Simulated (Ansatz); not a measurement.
`[F][In]([F])[SeH]` + `C[SiH2]F` → `C[SiH](F)[SeH]` + `[F][InH][F]` at 500 K and 1 bar (formal exchange of groups at the Se–In bond).

Gas-phase electronic energies from Ansatz, PBE0-D4/def2-TZVP geometries. CCSD(T)/CBS adds triple-zeta CCSD(T) − MP2 to the extrapolated MP2 energy (def2 sets, frozen cores). def2 core potentials past Kr. For In, Se outer-core shells are correlated without core-valence functions, which leaves a few kJ/mol of doubt a bond. Scalar relativity is left out up to krypton. Each species was taken in one conformer, which may not be the lowest.

| species | CCSD(T)/CBS energy (Eh) | H − E (kJ/mol) | S (J/(mol·K)) |
| --- | --- | --- | --- |
| `[F][In]([F])[SeH]` | -2790.80080 | 68.0 | 405.1 |
| `C[SiH2]F` | -430.00374 | 180.6 | 331.4 |
| `C[SiH](F)[SeH]` | -2830.74610 | 192.9 | 402.7 |
| `[F][InH][F]` | -390.04654 | 52.1 | 326.1 |

H − E and S are ideal-gas, rigid-rotor, harmonic terms from PBE0-D4/def2-TZVP, for one conformer and one mirror image of each species. 1 Eh = 2625.50 kJ/mol, R = 8.31446 J/(mol·K).

Task: By hand: ΔE, ΔH, ΔS and ΔG.

Result: ΔE = (-2830.74610) + (-390.04654) − (-2790.80080) − (-430.00374) = 0.01190 Eh = 31.2 kJ/mol. Δ(H − E) = 192.9 + 52.1 − 68.0 − 180.6 = -3.6, so ΔH = 27.6 kJ/mol. ΔS = 402.7 + 326.1 − 405.1 − 331.4 = -7.7 J/(mol·K). ΔG = 27.6 − 500 × (-7.7)/1000 = 31.5 kJ/mol.

Task: By hand: the equilibrium constant, and the temperature at which ΔG would vanish if ΔH and ΔS stayed fixed.

Result: log₁₀ K = −ΔG/(RT ln 10) = -3.3. ΔH and −TΔS have one sign here, so there is no such temperature.

The number of gas molecules stays the same, so ΔS is small and ΔH decides. A doubt of 5 kJ/mol in ΔE shifts log₁₀ K by 0.5 here. Other conformers and mirror images would add mixing entropy, several J/(mol·K) or more a flexible species. These are equilibria of isolated gas molecules and say nothing of rates. Largest T1 diagnostic: 0.017 (customary marks: 0.02 for closed shells, 0.045 for open ones).

ΔS is within the doubt of such terms, so its sign, and with it that verdict, could turn.
